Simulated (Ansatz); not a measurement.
One change: `[F][Al]([SiH3])[SH]` becomes `[F][Al]([SH])[Br]`.

Ansatz, PBE0-D4/def2-TZVP geometries, multiplicity 1. Each molecule was computed in one conformer, which needn't be the lowest.

Scalar relativity is left out up to krypton.

| property | `[F][Al]([SiH3])[SH]` |
| --- | --- |
| size of the dipole moment (ωB97M-V/def2-TZVPP) / D | 0.52 |
| HOMO–LUMO gap (ωB97M-V/def2-TZVPP) / eV | 10.31 |
| size of the dipole moment (B3LYP/def2-TZVPP) / D | 0.55 |
| HOMO energy (B3LYP/def2-TZVPP) / eV | -7.73 |
| LUMO energy (B3LYP/def2-TZVPP) / eV | -1.65 |
| HOMO–LUMO gap (B3LYP/def2-TZVPP) / eV | 6.08 |

Task: What does the change do to each property? (Best estimate.)

Result: Ansatz gave: 
| property | `[F][Al]([SH])[Br]` | shift |
| --- | --- | --- |
| size of the dipole moment (ωB97M-V/def2-TZVPP) / D | 1.35 | 0.83 |
| HOMO–LUMO gap (ωB97M-V/def2-TZVPP) / eV | 11.02 | 0.71 |
| size of the dipole moment (B3LYP/def2-TZVPP) / D | 1.41 | 0.86 |
| HOMO energy (B3LYP/def2-TZVPP) / eV | -8.01 | -0.28 |
| LUMO energy (B3LYP/def2-TZVPP) / eV | -1.42 | 0.23 |
| HOMO–LUMO gap (B3LYP/def2-TZVPP) / eV | 6.60 | 0.52 |

With PBE0 the HOMO falls by 0.29 eV and the LUMO rises by 0.35 eV, so the gap widens by about 0.64 eV. PBE moves the HOMO by -0.25 eV and ωB97M-V by -0.36 eV. Dipoles are sizes alone; their direction can turn.

B3LYP here is the variant with VWN-RPA as its local correlation; programs differ in this.

Spin–orbit coupling is left out; it splits and shifts lone-pair levels of the heavy atoms by tenths of an eV.
